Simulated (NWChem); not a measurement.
Molecule: CH6OSiSn, singlet; SMILES [O](C)[Sn][SiH3]

```xyz
10

Sn     0.7396     0.3543     0.0000
O     -0.9683     1.3881     0.0004
C     -2.3005     0.9906    -0.0002
H     -2.4366    -0.1095     0.0029
H     -2.8249     1.3913     0.8873
H     -2.8228     1.3859    -0.8914
Si    -0.3942    -2.1099     0.0000
H     -1.2518    -2.3650    -1.2068
H     -1.2507    -2.3653     1.2076
H      0.6783    -3.1605    -0.0005
```
Atoms are numbered in this order, from 1.

Program: NWChem. Low-valent species are run as closed-shell singlets; no triplet was tried in these runs. The geometry was optimised at PBE0/def2-SVP. Not confirmed as a minimum by frequencies. def2 effective core potentials on Sn; no spin-orbit coupling. Level M06-L/def2-SVP: energy and gradient on several grids; changes count from the extra-fine grid, which is no exact limit either.

```json
[
 {"grid": "xcoarse", "size of the energy change (μHa)": "5000", "largest change of a gradient component (μHa/bohr)": "7000", "time, medium = 1 (rough)": "about 1"},
 {"grid": "coarse", "size of the energy change (μHa)": "100", "largest change of a gradient component (μHa/bohr)": "1000", "time, medium = 1 (rough)": "about 1"},
 {"grid": "medium", "size of the energy change (μHa)": "70", "largest change of a gradient component (μHa/bohr)": "400", "time, medium = 1 (rough)": "about 1"},
 {"grid": "fine", "size of the energy change (μHa)": "< 10", "largest change of a gradient component (μHa/bohr)": "200", "time, medium = 1 (rough)": "about 1"},
 {"grid": "xfine", "size of the energy change (μHa)": "< 10", "largest change of a gradient component (μHa/bohr)": "< 30", "time, medium = 1 (rough)": "3"}
]
```
